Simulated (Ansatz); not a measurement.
Saddle point of SiH₃Br, closed shell (SiH₃Br ([SiH3][Br]) → SiH₂ + HBr (still joined by a long Si–Br bond); bonds formed: Br2–H3; bonds broken: Si1–H3; bonds weakened to dative contacts: Si1–Br2), PBE0-D4/def2-TZVP structure:

| atom | x (Å) | y (Å) | z (Å) |
| --- | --- | --- | --- |
| Si1 | 0.2779 | 0.9427 | 0.0749 |
| Br2 | -0.6531 | -1.6095 | -0.5875 |
| H3 | -0.7134 | -0.4684 | -1.4791 |
| H4 | -0.4632 | 0.8310 | 1.3947 |
| H5 | 1.5518 | 0.3040 | 0.5970 |

Energies are electronic, without zero-point energy. Barriers and step energies count from the start structure reached by relaxing down the imaginary mode; all methods use the PBE0-D4 structures, on which another method's saddle can fall below an end. Ansatz 0.2.0; basis: def2-TZVPP, with def2-QZVPP for the basis limit; cores frozen in the correlated methods. Filled d shells of the heavier atoms are correlated. The def2 sets are not built for correlating such inner shells, so the correlated values are less sure here. B3LYP uses VWN-RPA correlation. Extrapolation: Hartree–Fock as exp(−7.88 √X), correlation as X^−2.97.

```
      method  barrier (kJ/mol)  step energy (kJ/mol)
       SPW92             283.1                 270.2
      PBE-D4             283.9                 271.2
     BLYP-D4             280.8                 269.4
   r2SCAN-D4             311.6                 296.8
      B97M-V             297.9                 279.8
     PBE0-D4             303.9                 287.6
    B3LYP-D4                 ?                 283.6
  r2SCAN0-D4             320.8                 303.4
    BHLYP-D4             319.4                 301.2
CAM-B3LYP-D4             309.6                 292.7
     wB97X-V                 ?                 298.8
     wB97M-V             301.7                 283.8
      B2PLYP                 ?                 293.3
    PBE-QIDH             321.8                 303.4
  RPA on PBE             293.6                 275.7
          HF             340.3                 319.6
         MP2             320.5                 303.1
        CCSD             307.7                 289.6
     CCSD(T)             303.7                 286.7
```

Q: Fill in the withheld barriers. (To be estimated.)

A: The calculation gives: B2PLYP 309.3; B3LYP-D4 298.2; wB97X-V 317.6 kJ/mol. Each is the energy of the saddle less that of the start structure, by the same method.

For comparison, the barrier by CCSD(T) at an estimated basis limit (MP2 extrapolated from triple and quadruple zeta, plus CCSD(T) − MP2 in triple zeta) is 309.6 kJ/mol.

The T1 diagnostic stays at or below 0.010. The restricted Hartree–Fock reference is unstable towards an unrestricted one at one or more of these structures.

Losses and insertions of silylenes and their heavier kin drive the gas-phase chemistry of silicon and germanium vapour deposition.

Labels in which every atom is bracketed show which atoms are joined, not bond orders.

For scale, one of the runs: CCSD(T)/def2-TZVPP, 132 basis functions, launched by `ansatz run in.yaml --threads 2 --pin off --events-out ev --progress --plain --max-ram 4352MiB`. Time: 4.5 s of wall clock on 2 CPU threads of an Intel Xeon 6975P-C; the host was shared. Peak host memory: 0.69 GiB.
